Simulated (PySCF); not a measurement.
Species: C6H12N2.
SMILES with atom numbers: `[CH3:1][CH2:2][N:3]1[CH2:4][C@H:5]([CH3:6])[CH:7]=[N:8]1` (hydrogens: H9, H10, H11 on C1; H12, H13 on C2; H14, H15 on C4; H16 on C5; H17, H18, H19 on C6; H20 on C7)

The same species was optimised twice, with GFN2-xTB and with PBE0-D3(BJ)/def2-SVP (PySCF), and the same property calculations (PySCF, gas phase) were run on both structures.

```tsv
coordinate	GFN2-xTB	PBE0-D3(BJ)/def2-SVP	change
N3–N8 (Å)	1.346	1.358	+0.012
C7=N8 (Å)	1.271	1.281	+0.010
N3–C4 (Å)	1.467	1.457	-0.010
C1–C2 (Å)	1.531	1.523	-0.008
C4–C5 (Å)	1.539	1.535	-0.004
C2–N3 (Å)	1.438	1.442	+0.004
C5–C7 (Å)	1.514	1.513	-0.001
C5–C6 (Å)	1.529	1.529	0.000
C2–N3–N8 (°)	117.6	116.0	-1.6
N3–C4–C5 (°)	103.4	102.0	-1.4
C4–N3–N8 (°)	110.9	109.7	-1.2
N3–N8–C7 (°)	110.7	109.5	-1.2
C4–C5–C7 (°)	99.8	98.6	-1.2
C1–C2–N3 (°)	114.0	115.1	+1.1
C5–C7–N8 (°)	113.7	112.9	-0.8
C2–N3–C4 (°)	121.1	120.7	-0.4
C1–C2–N3–C4 (°)	-73	-69	+4
```

Rotational constants: A = 4842, B = 1325, C = 1209 MHz (GFN2-xTB) against A = 4781, B = 1347, C = 1235 MHz (PBE0-D3(BJ)/def2-SVP). Point groups within 0.08 Å: C1 and C1.

On the GFN2-xTB structure: HOMO (eV) -5.57 [PBE0/pcSseg-1]; LUMO (eV) 0.47 [PBE0/pcSseg-1]; dipole (D) 2.10 [PBE0/pcSseg-1]; GIAO shielding of C1 (ppm) 176.7 [PBE0/pcSseg-1]; GIAO shielding of C2 (ppm) 139.0 [PBE0/pcSseg-1]; GIAO shielding of N3 (ppm) 118.9 [PBE0/pcSseg-1]; GIAO shielding of C4 (ppm) 131.0 [PBE0/pcSseg-1]; GIAO shielding of C5 (ppm) 141.5 [PBE0/pcSseg-1]; GIAO shielding of C6 (ppm) 165.1 [PBE0/pcSseg-1]; GIAO shielding of C7 (ppm) 46.9 [PBE0/pcSseg-1]; GIAO shielding of N8 (ppm) -123.3 [PBE0/pcSseg-1].

What do these properties become on the PBE0-D3(BJ)/def2-SVP structure?

```json
{"property": "HOMO (eV)", "level": "PBE0/pcSseg-1", "on GFN2-xTB": "-5.57", "on PBE0-D3(BJ)/def2-SVP": "-5.74", "change": "-0.17"}
{"property": "LUMO (eV)", "level": "PBE0/pcSseg-1", "on GFN2-xTB": "0.47", "on PBE0-D3(BJ)/def2-SVP": "0.32", "change": "-0.15"}
{"property": "dipole (D)", "level": "PBE0/pcSseg-1", "on GFN2-xTB": "2.10", "on PBE0-D3(BJ)/def2-SVP": "2.02", "change": "-0.08"}
{"property": "energy, GFN2-xTB geometry as zero (kcal/mol)", "level": "PBE0/pcSseg-1", "on GFN2-xTB": "0.0", "on PBE0-D3(BJ)/def2-SVP": "-1.6", "change": "-1.6"}
{"property": "GIAO shielding of C1 (ppm)", "level": "PBE0/pcSseg-1", "on GFN2-xTB": "176.7", "on PBE0-D3(BJ)/def2-SVP": "175.7", "change": "-1.0"}
{"property": "GIAO shielding of C2 (ppm)", "level": "PBE0/pcSseg-1", "on GFN2-xTB": "139.0", "on PBE0-D3(BJ)/def2-SVP": "137.7", "change": "-1.3"}
{"property": "GIAO shielding of N3 (ppm)", "level": "PBE0/pcSseg-1", "on GFN2-xTB": "118.9", "on PBE0-D3(BJ)/def2-SVP": "117.9", "change": "-1.0"}
{"property": "GIAO shielding of C4 (ppm)", "level": "PBE0/pcSseg-1", "on GFN2-xTB": "131.0", "on PBE0-D3(BJ)/def2-SVP": "128.8", "change": "-2.2"}
{"property": "GIAO shielding of C5 (ppm)", "level": "PBE0/pcSseg-1", "on GFN2-xTB": "141.5", "on PBE0-D3(BJ)/def2-SVP": "141.6", "change": "+0.1"}
{"property": "GIAO shielding of C6 (ppm)", "level": "PBE0/pcSseg-1", "on GFN2-xTB": "165.1", "on PBE0-D3(BJ)/def2-SVP": "166.2", "change": "+1.1"}
{"property": "GIAO shielding of C7 (ppm)", "level": "PBE0/pcSseg-1", "on GFN2-xTB": "46.9", "on PBE0-D3(BJ)/def2-SVP": "40.5", "change": "-6.4"}
{"property": "GIAO shielding of N8 (ppm)", "level": "PBE0/pcSseg-1", "on GFN2-xTB": "-123.3", "on PBE0-D3(BJ)/def2-SVP": "-131.2", "change": "-7.9"}
```

The heavy atoms differ by 0.135 Å rms after alignment. Among bonds between heavy atoms N3–N8 changes most (+0.012 Å). Changes are differences of the printed values. Neither structure is proved a minimum here.
